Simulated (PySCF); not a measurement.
Species: C6H7NO.
SMILES with atom numbers: `[OH:1][NH:2][c:3]1[cH:4][cH:5][cH:6][cH:7][cH:8]1` (hydrogens: H9 on O1; H10 on N2; H11 on C4; H12 on C5; H13 on C6; H14 on C7; H15 on C8)

Level: PBE0/pcSseg-1 and CAM-B3LYP/def2-SVPD in PySCF, non-relativistic, on one gas-phase PBE0-D3(BJ)/def2-SVP geometry that isn't relaxed in the solvent. The solvent is an IEF-PCM continuum (van der Waals radii × 1.2). Specific hydrogen bonds and non-electrostatic terms are outside this model.

Gas phase at PBE0/pcSseg-1: HOMO -6.07 eV, LUMO -0.13 eV, dipole 1.29 D.

Problem. What does the continuum do to the energy, the frontier levels and the dipole at PBE0/pcSseg-1 in chloroform, methanol and acetonitrile?

Solution. 
```json
{"solvent": "chloroform", "ε": "4.711", "E(solvent) − E(gas) (kJ/mol)": "-22.80", "polarisation term (kJ/mol)": "-24.53", "distortion of the solute (kJ/mol)": "1.73", "HOMO (eV)": "-6.11", "LUMO (eV)": "-0.21", "dipole (D)": "1.57"}
{"solvent": "methanol", "ε": "32.61", "E(solvent) − E(gas) (kJ/mol)": "-31.93", "polarisation term (kJ/mol)": "-35.40", "distortion of the solute (kJ/mol)": "3.47", "HOMO (eV)": "-6.15", "LUMO (eV)": "-0.26", "dipole (D)": "1.69"}
{"solvent": "acetonitrile", "ε": "35.69", "E(solvent) − E(gas) (kJ/mol)": "-32.08", "polarisation term (kJ/mol)": "-35.59", "distortion of the solute (kJ/mol)": "3.51", "HOMO (eV)": "-6.15", "LUMO (eV)": "-0.26", "dipole (D)": "1.70"}
```

Polarisation term: ½ Σ q·V over the induced surface charges. Distortion: the rise of the solute's own energy as its density leaves the gas-phase optimum. From chloroform to acetonitrile the lowering changes by a factor 1.41, Onsager's factor (ε − 1)/(2ε + 1) by 1.35 and ε itself by 7.6.

Problem. Which radius a makes the point-dipole formula ΔE = −[(ε − 1)/(2ε + 1)]·μ²/a³ give the value in acetonitrile, with the gas-phase dipole?

Solution. μ = 0.506 au and |ΔE| = 0.01222 Eh give a = 1.14 Å; the farthest nucleus lies 3.46 Å from the centroid of the nuclei, so such a sphere wouldn't even hold the nuclei. The formula assumes a rigid point dipole at the centre of a sphere.

Problem. Which IAO charges (PBE0/pcSseg-1) respond most in acetonitrile (means over atoms taken as equivalent)?

Solution. 
| atoms | environment | gas (e) | solvent (e) | change |
| --- | --- | --- | --- | --- |
| H9 | hydroxyl hydrogen | +0.377 | +0.397 | +0.020 |
| H10 | N–H hydrogen | +0.269 | +0.289 | +0.020 |
| O1 | hydroxyl oxygen | -0.454 | -0.473 | -0.019 |
| C6 | aromatic CH carbon | -0.180 | -0.195 | -0.015 |
| C5/C7 | aromatic CH carbon | -0.138 | -0.150 | -0.012 |
| C4/C8 | aromatic CH carbon | -0.196 | -0.207 | -0.011 |
| H11/H15 | aromatic hydrogen | +0.150 | +0.161 | +0.011 |
| H12/H14 | aromatic hydrogen | +0.150 | +0.160 | +0.010 |
| H13 | aromatic hydrogen | +0.148 | +0.157 | +0.009 |
| C3 | aromatic carbon bearing nitrogen | +0.106 | +0.100 | -0.006 |
| N2 | hydroxylamine nitrogen | -0.197 | -0.202 | -0.005 |

Problem. How do the nuclear quadrupole coupling constants eQVzz/h respond in acetonitrile?

Solution. 
| nucleus | Q (barn) | gas (MHz) | solvent (MHz) | η gas | η solvent |
| --- | --- | --- | --- | --- | --- |
| 17O at O1 | -0.0256 | 14.39 | -14.37 | 0.99 | 0.96 |
| 14N at N2 | 0.02044 | -7.24 | -7.05 | 0.66 | 0.70 |

With η near 1 two principal values are almost equal in size and opposite in sign, so the sign of the constant can flip.

Gas phase at CAM-B3LYP/def2-SVPD: HOMO -7.35 eV, LUMO 0.84 eV, dipole 1.12 D.

Problem. What does the continuum do to the energy, the frontier levels and the dipole at CAM-B3LYP/def2-SVPD in chloroform and acetonitrile?

Solution. 
```tsv
solvent	ε	E(solvent) − E(gas) (kJ/mol)	polarisation term (kJ/mol)	distortion of the solute (kJ/mol)	HOMO (eV)	LUMO (eV)	dipole (D)
chloroform	4.711	-21.23	-23.15	1.92	-7.35	0.82	1.40
acetonitrile	35.69	-29.98	-33.91	3.93	-7.38	0.79	1.53
```

Problem. How does the static polarisability (CAM-B3LYP/def2-SVPD, frozen core, with the continuum's full static response) change?

Solution. 
```
      medium  isotropic (au)  principal values (au)  ⟨r²⟩ of the electrons (bohr²)
         gas            83.3      50.7, 89.6, 109.6                          964.9
  chloroform           106.1     63.3, 116.0, 139.0                          963.8
acetonitrile           116.9     71.2, 128.3, 151.2                          963.3
```

The isotropic value in acetonitrile is 1.40 times the gas-phase one; no cavity-field correction is applied. ⟨r²⟩ is taken about the centre of nuclear charge.

Shape of the structure used: `[OH:1][NH:2][c:3]1[cH:4][cH:5][cH:6][cH:7][cH:8]1`: O1–N2–C3–C4 24°, H–O1–N2–C3 -117°.
